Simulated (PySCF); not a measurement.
Ligands exchanged one at a time, Sn OCH3-H. Gas-phase values, no solvent. One relaxed conformer stands for each flexible species; it need not be the lowest. Strings in code marks are SMILES.

Computed with B3LYP-D3(BJ)/def2-TZVP // B3LYP-D3(BJ)/def2-SVP run with PySCF 2.14.0. B3LYP has the VWN-RPA correlation part, as in Gaussian. Delta-SCF ions had no search for a lower state. Excitations are Tamm–Dancoff values on a coarser integration grid. The basis has no diffuse functions, so Rydberg states are missing or too high.

| species | brightest of the four lowest singlets (TDA) (eV) | HOMO (eV) | S1 oscillator strength | vertical ionisation energy (Delta-SCF) (eV) | S1–T1 gap (TDA) (eV) |
|---|---|---|---|---|---|
| 0 of 4 OCH3 replaced by H | ? | -7.71 | ? | ? | – |
| 1 of 4 OCH3 replaced by H | 5.80 | -7.50 | 0.007 | 9.41 | 0.42 |
| 3 of 4 OCH3 replaced by H (`C[O][SnH3]`) | 6.20 | -7.21 | 0.004 | 9.59 | 0.41 |
| 4 of 4 OCH3 replaced by H (`[SnH4]`) | – | ? | – | 11.49 | – |

Task: Some entries are withheld; supply them.

Result: 
- 0 of 4 OCH3 replaced by H, brightest of the four lowest singlets (TDA) (eV): 4.74
- 0 of 4 OCH3 replaced by H, S1 oscillator strength: 0.000
- 0 of 4 OCH3 replaced by H, vertical ionisation energy (Delta-SCF) (eV): 9.46
- 4 of 4 OCH3 replaced by H (`[SnH4]`), HOMO (eV): -8.96
